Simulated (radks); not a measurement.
Initial-state core-level shifts of neutral calcium when its valence configuration changes from [Ar] 4s2. All-electron calculation, scalar-relativistic Kohn-Sham, LDA (Slater exchange, Perdew-Wang correlation), spin-polarised, spherical densities, point nucleus; open shells are filled with parallel spins first. Program: a radial shooting solver on a logarithmic mesh with Libxc functionals. Shifts are changes of the shell-averaged eigenvalues in eV (positive: less bound).

valence          1s      2p      3s      3p
4s1 4p1      -1.158  -1.164  -1.155  -1.135
4p2          -2.433  -2.440  -2.403  -2.362
4s1.5 4p0.5  -0.653  -0.654  -0.644  -0.634
3d1 4s1      +2.392  +2.851  +2.571  +2.429
3d1 4p1      +1.379  +1.899  +1.585  +1.440
3d2          +2.893  +3.629  +3.287  +3.072
